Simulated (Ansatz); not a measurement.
Isolated molecules relaxed with PBE0-D4/def2-TZVP in Ansatz; ΔE leaves out vibrations. CCSD(T)/CBS is the MP2 limit (def2-TZVPP, def2-QZVPP) plus CCSD(T) − MP2 in def2-TZVPP, frozen cores. One conformer a species, not always the lowest.

`N[B](N)[AlH2]` + `[SiH3]O[SiH3]` → `[AlH2][SiH2]O[SiH3]` + `NBN`  (formal exchange of groups at the Al–B bond)

```csv
species,CCSD(T)/CBS(def2) energy (Eh)
`N[B](N)[AlH2]`,-379.87961
`[SiH3]O[SiH3]`,-657.01000
`[AlH2][SiH2]O[SiH3]`,-899.60510
`NBN`,-137.29421
```

Work out ΔE.

ΔE = (-899.60510) + (-137.29421) − (-379.87961) − (-657.01000) = -0.00970 Eh = -0.26 eV.

Largest T1 diagnostic among the species: 0.012.

In def2-TZVPP, CCSD(T) changes the Hartree–Fock value by +0.04 eV (the triples alone add +0.01 eV) and MP2 by +0.06 eV.
